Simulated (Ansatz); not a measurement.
Geometry optimisation, Ansatz, RKS B3LYP-D4/def2-SVP.

input.yaml

```yaml
crystal:
  periodic: [false, false, false]
  atoms:
    - { symbol: Al, position_ang: [-2.0017, -1.3753, 0.0679] }
    - { symbol: O, position_ang: [-0.6241, -0.4175, 0.8232] }
    - { symbol: C, position_ang: [0.0924, 0.3292, -0.1309] }
    - { symbol: Al, position_ang: [1.7818, -0.7491, -0.7343] }
    - { symbol: C, position_ang: [0.6237, 1.6058, 0.5257] }
    - { symbol: Br, position_ang: [-0.8735, 2.7587, 1.0426] }
    - { symbol: H, position_ang: [-1.8086, -2.8052, -0.507] }
    - { symbol: H, position_ang: [-3.4356, -0.6027, -0.0783] }
    - { symbol: H, position_ang: [-0.4567, 0.6369, -0.9774] }
    - { symbol: H, position_ang: [1.4121, -2.0046, -1.6598] }
    - { symbol: H, position_ang: [2.8673, -1.0088, 0.348] }
    - { symbol: H, position_ang: [1.2304, 1.3856, 1.4725] }
    - { symbol: H, position_ang: [1.2128, 2.2122, -0.1775] }
basis:
  gaussian: { orbitals: def2-SVP }
hamiltonian:
  xc: b3lyp
  dispersion: d4
relax:
  f_tol: 0.015
  max_steps: 40
```

Launched with:

```bash
$ ansatz run input.yaml --threads 2 --pin off --max-ram 3072MiB --backend cpu --events-out ev --progress --plain --runs-dir out
```

Task: Where does it end, and by what steps?

Result: It did not converge within its limit. After 39 steps the energy has fallen by 4.077 eV; Br6 moved furthest, 3.48 Å. Parted: C3–Al4 (2.09 → 3.00 Å), C5–Br6 (1.96 → 5.06 Å). Joined: Al1–Al4 (3.92 → 2.75 Å), Al1–Br6 (4.39 → 2.27 Å), O2–Al4 (2.89 → 1.89 Å), Al4–H7 (4.14 → 1.76 Å).

| step | energy less start (eV) | largest force component (eV/Å) | accepted |
| --- | --- | --- | --- |
| 0 | 0.0000 | 2.774 | yes |
| 2 | -0.8536 | 0.870 | yes |
| 4 | -1.2842 | 0.633 | yes |
| 6 | -1.4372 | 0.488 | yes |
| 8 | -1.5408 | 0.188 | yes |
| 10 | -1.6223 | 0.413 | yes |
| 12 | -1.7640 | 0.370 | yes |
| 14 | -1.9815 | 0.497 | yes |
| 16 | -2.1420 | 0.417 | yes |
| 18 | -2.3632 | 1.213 | yes |
| 20 | -2.6811 | 1.571 | yes |
| 22 | -2.9860 | 0.613 | yes |
| 24 | -3.1029 | 0.202 | yes |
| 26 | -3.1545 | 0.400 | yes |
| 28 | -3.2691 | 0.607 | yes |
| 30 | -3.7188 | 0.619 | yes |
| 32 | -4.0336 | 0.620 | yes |
| 34 | -4.0667 | 0.149 | yes |
| 36 | -4.0732 | 0.058 | yes |
| 38 | -4.0759 | 0.092 | yes |
| 39 | -4.0768 | 0.070 | yes |

```xyz
13
Properties=species:S:1:pos:R:3
Al -1.868 -0.706 0.199
O -0.203 0.030 -0.172
C 0.208 1.307 -0.488
Al 0.736 -1.584 0.118
C 1.428 1.772 -0.227
Br -2.629 -0.010 2.223
H -0.910 -2.127 0.402
H -2.820 -0.782 -1.045
H -0.570 1.898 -0.988
H 1.240 -2.193 -1.247
H 1.529 -1.595 1.482
H 2.186 1.169 0.286
H 1.692 2.786 -0.530
```

Time of the run: 4.6 min on 2 threads of Arm Neoverse V2, on a shared host, peak memory 0.47 GiB.
